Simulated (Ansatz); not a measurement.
System (SMILES): O=[P] (O-P), doublet.
Atoms: P1, O2. Bonds: P1-O2.

Basis-set convergence of the optimised P1-O2 bond length at PBE0 with Ansatz (an electronic-structure program). Cartesian d functions, on some or all atoms, in 6-311+G**; all else is spherical. The program fits the integrals of some runs and decomposes those of others, by size. Open shells are unrestricted. No added dispersion term, no relativity. Reference: the value in pcseg-4, 1.4690 Å, itself unsure by roughly 0.0006 Å (its mean distance from aug-pcseg-3, aug-cc-pV(Q+d)Z, cc-pV(5+d)Z). Deviations are taken from unrounded values.

| basis | functions | optimised P1-O2 bond length (Å) | minus reference (Å) |
|---|---|---|---|
| STO-3G | 14 | 1.5424 | 0.0733 |
| 6-31G | 22 | 1.5870 | 0.1179 |
| pcseg-1 | 32 | 1.4946 | 0.0256 |
| cc-pV(D+d)Z | 37 | 1.4884 | 0.0194 |
| aug-pcseg-1 | 50 | 1.4960 | 0.0270 |
| 6-311+G** | 53 | 1.4850 | 0.0160 |
| aug-cc-pV(D+d)Z | 55 | 1.4900 | 0.0210 |
| pcseg-2 | 64 | 1.4735 | 0.0045 |
| def2-TZVPP | 73 | 1.4739 | 0.0048 |
| 6-311++G(3df,3pd) | 86 | 1.4715 | 0.0025 |
| cc-pV(Q+d)Z | 119 | 1.4703 | 0.0013 |
| pcseg-3 | 124 | 1.4693 | 0.0003 |
| pcseg-4 | 206 | 1.4690 | 0.0000 |

The smallest set listed that lies within 0.01 Å of the reference with all its larger relatives (same family, alike in diffuse functions; a set with none counts only in the reference's own line) is pcseg-2 (64 functions, 0.0045 Å off). Inside, with no larger relative to test it: 6-311++G(3df,3pd). (Relatives not listed, tested too: def2-QZVP 0.0013, def2-QZVPP 0.0013, cc-pV(5+d)Z 0.0004 Å.)
